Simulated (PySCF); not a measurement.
C3H2N3, multiplicity 2. Atoms are numbered in the order given.

```xyz
8

C      0.0000     0.0000    -1.3181
N      0.0000    -1.1781    -0.7523
C      0.0000    -1.1287     0.5905
N      0.0000     0.0000     1.2975
C      0.0000     1.1287     0.5905
N      0.0000     1.1781    -0.7523
H      0.0000    -2.0796     1.1363
H      0.0000     2.0796     1.1363
```
Charge 0, spin multiplicity 2.

Geometry: B3LYP-D3(BJ)/def2-SVP. The isomer is the one that the SMILES or the coordinates give; other isomers of the formula were not compared.

These are SMD-ωB97X/def2-SVP (PySCF) values and carry that method's errors.

Solvation free energies are E(SMD) − E(gas) at the gas-phase geometry, for 1 M in both phases. In vacuum the dipole moment is 1.45 D.

```json
[
 {"solvent": "water", "ΔG(solv) (kcal/mol)": "-5.1", "its non-electrostatic (CDS) part": "1.7", "dipole (D)": "1.98"},
 {"solvent": "diethylether", "ΔG(solv) (kcal/mol)": "-10.7", "its non-electrostatic (CDS) part": "-6.2", "dipole (D)": "1.80"},
 {"solvent": "benzene", "ΔG(solv) (kcal/mol)": "(withheld)", "its non-electrostatic (CDS) part": "(withheld)", "dipole (D)": "(withheld)"}
]
```

Task: Some entries are withheld; supply them. (The exact figures need the calculation; the answer reports its results.)

Result: 
- benzene, ΔG(solv) (kcal/mol): -10.3
- benzene, its non-electrostatic (CDS) part: -7.3
- benzene, dipole (D): 1.68
